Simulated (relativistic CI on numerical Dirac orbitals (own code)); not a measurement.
# Line list: Electric-dipole lines, Sb18+

Computed by Dirac-Coulomb-Breit CI, KLI orbitals optimised for each configuration, QED by a radiative potential, unscaled Slater integrals (own radial code, finite nucleus).

Configuration list (outside the closed core [Ar] 3d10): 4s²4p³, 4s4p⁴, 4p⁵, 4s²4p²4d, 4s4p³4d, 4s²4p²4f, 4s4p³4f, 4p⁴4d, 4s4p²4d², 4s²4p4d4f, 4s²4p²5s, 4p⁴4f, 4s²4p²5p, 4p⁴5s, 4s4p²4d5s, 4s4p³5s, 4s²4p²5d, 4p³4d4f, 4s²4p4f5s, 4s4p³5p, 4s4p²4f², 4s²4p²5f, 4s²4p²5g, 4s4p³5d, 4s²4p²6s, 4s²4p²6p, 4s4p²5s², 4s²4p4d², 4s²4d³, 4s4p4d³, 4s²4d²4f, 4s4p4d²4f, 4s²4d²5s, 4p³4d², 4p²4d³, 4p²4d²4f, 4p²4d²5s, 4s²4p4f², 4s²4d4f², 4s4p4d4f², 4s²4f³, 4s4p4f³, 4s²4f²5s, 4p³4f², 4p²4d4f², 4p²4f³, 4p²4f²5s, 4s²4p4d5s, 4s4p4d²5s, 4s²4d4f5s, 4s4p4d4f5s, 4s²4d5s², 4s4p²4d4f, 4p³4d5s, 4p²4d4f5s, 4p²4d5s², 4s²4p5s², 4s4p4d5s², 4s²4f5s², 4s4p4f5s², 4s4p²4f5s, 4s4p4f²5s. Double excitations out of closed p, d and f shells are left out; levels of such configurations are missing from the list, as are those of other unlisted configurations, and high levels can miss mixing partners. These lack a partner that the ground configuration has and come out too high: 4s²4p²5p, 4s²4p²5d, 4s4p³5p, 4s²4p²5f, 4s²4p²5g.

| λ vac (Å) | Lower | Upper | A (s⁻¹) | log gf | S velocity/length |
| --- | --- | --- | --- | --- | --- |
| 123.59 | 4s²4p³ ⁴S°3/2 [1] | 4s²4p²4d ²D5/2 [31] | 1.03e+11 | 0.15 | 1.00 |
| 126.43 | 4s4p⁴ ⁴P5/2 [6] | 4s4p³4d ⁴D°7/2 [83] | 1.93e+11 | 0.57 | 0.99 |
| 127.99 | 4s²4p³ ²D°5/2 [3] | 4s²4p²4d ²F7/2 [37] | 4.04e+11 | 0.90 | 1.00 |
| 128.27 | 4s4p⁴ ²D5/2 [10] | 4s4p³4d ²F°7/2 [109] | 3.89e+11 | 0.89 | 0.99 |
| 129.12 | 4s²4p³ ²D°3/2 [2] | 4s²4p²4d ²D5/2 [35] | 1.90e+11 | 0.45 | 0.99 |
| 129.60 | 4s²4p³ ⁴S°3/2 [1] | 4s²4p²4d ⁴P1/2 [27] | 2.70e+11 | 0.13 | 0.99 |
| 129.65 | 4s²4p²4d ⁴F9/2 [21] | 4s²4p²4f ⁴G°11/2 [154] | 2.83e+11 | 0.93 | 0.99 |
| 129.92 | 4s²4p³ ⁴S°3/2 [1] | 4s²4p²4d ⁴P3/2 [26] | 2.10e+11 | 0.33 | 0.99 |
| 130.43 | 4s²4p³ ²D°3/2 [2] | 4s²4p²4d ²D3/2 [34] | 2.28e+11 | 0.37 | 0.99 |
| 130.97 | 4s²4p³ ⁴S°3/2 [1] | 4s²4p²4d ⁴P5/2 [25] | 2.32e+11 | 0.55 | 0.99 |
| 131.71 | 4s²4p³ ²P°1/2 [4] | 4s²4p²4d ²P3/2 [38] | 1.73e+11 | 0.26 | 0.99 |
| 132.30 | 4s²4p²4d ²F7/2 [37] | 4s²4p4d² ²G°9/2 [206] | 6.85e+11 | 1.25 | 0.99 |
| 132.35 | 4s²4p²4d ²G9/2 [30] | 4s²4p²4f ²H°11/2 [178] | 3.07e+11 | 0.99 | 0.99 |
| 132.48 | 4s²4p²4d ²D5/2 [31] | 4s²4p²4f ²F°7/2 [183] | 4.04e+11 | 0.93 | 0.99 |
| 132.60 | 4s²4p²4d ⁴F9/2 [21] | 4s²4p4d² ⁴F°9/2 [149] | 2.09e+11 | 0.74 | 0.97 |
| 132.87 | 4s²4p²4d ²F5/2 [15] | 4s²4p²4f ²G°7/2 [137] | 2.48e+11 | 0.72 | 0.99 |
| 132.95 | 4s²4p³ ²D°5/2 [3] | 4s²4p²4d ²D5/2 [35] | 1.32e+11 | 0.32 | 0.99 |
| 136.05 | 4s²4p³ ²D°3/2 [2] | 4s²4p²4d ²D5/2 [31] | 1.18e+11 | 0.29 | 1.00 |
| 136.46 | 4s²4p²4d ²D5/2 [41] | 4s²4p4d² ²G°7/2 [220] | 5.95e+11 | 1.12 | 0.99 |
| 136.59 | 4s²4p³ ²P°3/2 [5] | 4s²4p²4d ²D5/2 [41] | 3.35e+11 | 0.75 | 1.00 |

Terms are leading LS components. Brackets give the number of a level in order of energy, since labels repeat. The list gives strong lines, with weight on those to low levels, among the lowest 400 of 11695 levels, so that lines to higher ones, which can be the strongest, are missing. Levels whose partners in the same complex of configurations lie outside the list can be far off, and so can their lines. Rates are taken at the computed energies, electric ones in the length gauge. A velocity-to-length ratio far from 1 marks an uncertain rate.

At this charge energies of transitions that change n are usually good to better than 1 %, and those within a shell (Δn = 0) to a few per cent.

LS names give the leading component of a level, which can be under half, so a name can repeat, a term be missing and a line seem to break the LS rules.
